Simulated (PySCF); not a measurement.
SMILES [Ge]([Cl])([Cl])([O][GeH3])[Cl] (H3Cl3Ge2O), B3LYP/def2-SVP optimised geometry.

```
9

Ge    -2.23    -1.02     0.00
O     -0.42    -1.02     0.00
Ge     0.78    -0.38     1.08
Cl     0.52    -1.17     3.07
Cl     2.71    -0.93     0.33
Cl     0.63     1.77     1.19
H     -2.71     0.44     0.00
H     -2.71    -1.77     1.25
H     -2.60    -1.75    -1.30
```

Density from B3LYP/def2-TZVP (PySCF) at that geometry.

Minimum of the electron density along straight lines between bonded atoms, close to the bond critical point (lines longer than 1.1 times the sum of covalent radii, or with two minima, are not listed):

```
bond     length / Å  ρ at the minimum / e bohr⁻³  ∇²ρ there / e bohr⁻⁵  position (fraction from the first atom)
-------  ----------  ---------------------------  --------------------  ---------------------------------------
Ge1–O2        1.811                        0.128                  0.58                                     0.47
O2–Ge3        1.740                        0.154                  0.72                                     0.52
Ge3–Cl4       2.157                        0.106                  0.14                                     0.44
Ge3–Cl5       2.144                        0.109                  0.14                                     0.44
Ge3–Cl6       2.156                        0.106                  0.14                                     0.44
Ge1–H7        1.540                        0.135                  0.04                                     0.59
Ge1–H8        1.540                        0.135                  0.04                                     0.59
Ge1–H9        1.535                        0.136                  0.04                                     0.59
```
